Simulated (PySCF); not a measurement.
**C₆ coefficients of unlike pairs at PBE**

Calculated with PySCF 2.14 from the dipole response of each species, C₆(A,B) = (3/π) ∫ α_A(iu) α_B(iu) du, in atomic units, from isotropic polarisabilities. For ions this is the dispersion term alone; charge-induced terms of lower order in 1/R come first.

```
species           configuration                                                                                  basis      relativity  α (bohr³)  C₆ (like pair)
     I+  [Kr] 4d10 5s2 5p4 (3P)                                            aug-cc-pV5Z-PP with ECP28MDF (8s8p6d4f3g2h)  core potential      20.65           177.7
      W  [Xe] 4f14 5d4 6s2 (5D)                   def2-QZVPPD with the def2 core potential (60 electrons) (7s6p4d3f2g)  core potential      70.64           849.7
 Te(2+)  [Kr] 4d10 5s2 5p2 (3P)  aug-cc-pwCVTZ-DK3 with one added diffuse shell each of s, p, d, f type (11s10p8d5f1g)   spin-free X2C      14.92           100.5
 Tc(2+)           [Kr] 4d5 (6S)                   def2-QZVPPD with the def2 core potential (28 electrons) (7s5p4d4f2g)  core potential      9.316           50.40
```

(1) Estimate C₆ for Tc(2+) with I+.

No spin-orbit coupling is included.

The other pairs:

```
          pair     C₆
     Te(2+), W  270.6
    Te(2+), I+  133.4
         W, I+  365.2
Tc(2+), Te(2+)  70.48
     Tc(2+), W  181.8
```

Answers

(1) The integral gives 92.88. The combination rule 2 C_A C_B / (C_A α_B/α_A + C_B α_A/α_B) gives 93.36 and the geometric mean 94.65.
